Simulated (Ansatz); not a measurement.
## Which is lower?

The two ends of one reaction step of Si$_{2}$H$_{6}$ClOF$_{3}$, singlet (PBE0-D4/def2-TZVP).

A:

```xyz
13
angstrom
Si -1.1654 0.5929 -0.7747
Si 0.2683 -0.6685 -2.1157
F -0.7445 2.1033 -0.5933
F -2.6340 0.6054 -1.3684
F -1.3367 -0.0000 0.7010
H 1.4586 0.2814 1.7270
Cl 2.1636 0.4035 0.6115
H 0.4656 -0.6952 3.5039
O 0.3793 0.1154 2.9955
H 0.6862 -1.8810 -1.3740
H -0.5115 -1.0642 -3.3180
H 1.4302 0.1555 -2.5182
H -0.4597 0.0516 2.5235
```

B:

| atom | x (Å) | y (Å) | z (Å) |
| --- | --- | --- | --- |
| Si1 | -0.9600 | 1.9560 | 0.1284 |
| Si2 | 0.9483 | -1.7905 | -1.4093 |
| F3 | -1.4366 | 3.0138 | -0.9347 |
| F4 | -1.3013 | 0.5528 | -0.4847 |
| F5 | -1.7731 | 2.2495 | 1.4314 |
| H6 | 0.0200 | -0.8821 | 1.5979 |
| Cl7 | 1.0162 | 2.2100 | 0.3799 |
| H8 | 1.1753 | -1.6410 | 0.0549 |
| O9 | -0.4364 | -0.1656 | 2.0486 |
| H10 | 1.9035 | -2.8051 | -1.9211 |
| H11 | -0.4436 | -2.2421 | -1.6445 |
| H12 | 1.1936 | -0.4871 | -2.0712 |
| H13 | 0.0940 | 0.0314 | 2.8243 |

Computed with Ansatz 0.2.0 (basis: def2-TZVPP); correlated methods freeze the cores. B3LYP uses VWN-RPA correlation.

(1) Which structure is lower at CCSD(T), and by how much? (Judge from chemistry; the value comes from the calculation.)

The T1 diagnostic stays at or below 0.012.

## Answers

(1) Computed: B, by 0.832 eV (electronic energy, against the other). By their contacts, A is a complex of Si₂H₃F₃ ([F][Si]([F])([F])[SiH3]) + HCl + H₂O and B is a complex of SiClF₃ ([F][Si]([F])([F])[Cl]) + SiH₄ + H₂O.

All methods give the same order:

```json
{"method": "SPW92", "E(B) − E(A) (eV)": "-0.408"}
{"method": "PBE-D4", "E(B) − E(A) (eV)": "-0.529"}
{"method": "BLYP-D4", "E(B) − E(A) (eV)": "-0.633"}
{"method": "r2SCAN-D4", "E(B) − E(A) (eV)": "-0.758"}
{"method": "B97M-V", "E(B) − E(A) (eV)": "-0.848"}
{"method": "PBE0-D4", "E(B) − E(A) (eV)": "-0.646"}
{"method": "B3LYP-D4", "E(B) − E(A) (eV)": "-0.713"}
{"method": "r2SCAN0-D4", "E(B) − E(A) (eV)": "-0.807"}
{"method": "BHLYP-D4", "E(B) − E(A) (eV)": "-0.833"}
{"method": "CAM-B3LYP-D4", "E(B) − E(A) (eV)": "-0.749"}
{"method": "wB97X-V", "E(B) − E(A) (eV)": "-0.771"}
{"method": "wB97M-V", "E(B) − E(A) (eV)": "-0.842"}
{"method": "B2PLYP", "E(B) − E(A) (eV)": "-0.801"}
{"method": "PBE-QIDH", "E(B) − E(A) (eV)": "-0.790"}
{"method": "RPA on PBE", "E(B) − E(A) (eV)": "-0.855"}
{"method": "HF", "E(B) − E(A) (eV)": "-1.107"}
{"method": "MP2", "E(B) − E(A) (eV)": "-0.881"}
{"method": "CCSD", "E(B) − E(A) (eV)": "-0.870"}
{"method": "CCSD(T)", "E(B) − E(A) (eV)": "-0.832"}
```

Labels in which every atom is bracketed show which atoms are joined, not bond orders.

For scale, one of the runs: CCSD(T)/def2-TZVPP, 334 basis functions, launched by `ansatz run in.yaml --threads 2 --pin off --events-out ev --progress --plain --max-ram 32768MiB --backend cuda --devices 0, --max-vram 18GiB`. The run took 33 s on 2 CPU threads of an AMD EPYC 7R13 and a share of one NVIDIA H100 (shared host), with 0.8 GiB of host memory at its peak.
